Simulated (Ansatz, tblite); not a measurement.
Cost and result up the ladder for HgO2⁻ (3 atoms). Total charge -1; doublet. Geometry: PBE-D4/def2-TZVPD.

Cartesian coordinates in Å:
```
Hg 0.000 0.000 0.000
O 0.173 1.763 -0.775
O -0.173 -1.763 0.775
```

Ansatz on 4 threads of Arm Neoverse V1 on a shared host; xTB runs through tblite on one thread. Times are rough, summed over both states, and most runs start from the orbitals of an earlier one. ωB97X-V/def2-TZVPD serves as the yardstick here, not as an exact answer. The other state is a quartet at its own geometry.

In the def2 sets Hg takes a core potential; there is no spin–orbit coupling. The xTB rows come from tblite. B3LYP takes the VWN-RPA correlation. Correlated methods freeze 2 core orbitals; core or outer-core shells of Hg are correlated, in sets that lack core-valence functions. The structure comes from a short search, and lower isomers may exist.

Run but left out: HF/def2-TZVPD, HF/def2-TZVPPD, MP2/def2-TZVPD, MP2/def2-TZVPPD, CCSD/def2-TZVPPD, CCSD(T)/def2-TZVPPD (doublet: ⟨S²⟩ 1.39, where a pure state has 0.75).

Correlated methods converge slowly with the basis.

xTB has no spin-polarisation term.

| level | functions | wall time | quartet − doublet (eV) | difference from ωB97X-V/def2-TZVPD (eV) | remarks |
| --- | --- | --- | --- | --- | --- |
| GFN1-xTB | 12 | 0.003 s | 3.80 | 2.06 | – |
| GFN2-xTB | 12 | 0.003 s | 3.23 | 1.49 | – |
| revPBE-D4/def2-TZVPD | 126 | 9.2 s | 2.34 | 0.60 | HOMO above zero (doublet), HOMO above zero (quartet) |
| PBE-D4/def2-TZVPD | 126 | 9.2 s | 2.52 | 0.78 | HOMO above zero (doublet), HOMO above zero (quartet) |
| RPA@PBE/def2-TZVPD | 126 | 9.7 s | 2.36 | 0.62 | – |
| B3LYP-D4/def2-TZVPD | 126 | 13 s | 1.87 | 0.13 | – |
| CAM-B3LYP-D4/def2-TZVPD | 126 | 17 s | 1.71 | -0.03 | – |
| r2SCAN-D4/def2-TZVPD | 126 | 18 s | 2.11 | 0.37 | HOMO above zero (quartet) |
| PBE0-D4/def2-TZVPD | 126 | 44 s | 1.85 | 0.11 | – |
| ωB97X-V/def2-TZVPD (with forces) | 126 | 74 s | 1.74 | 0.00 | – |
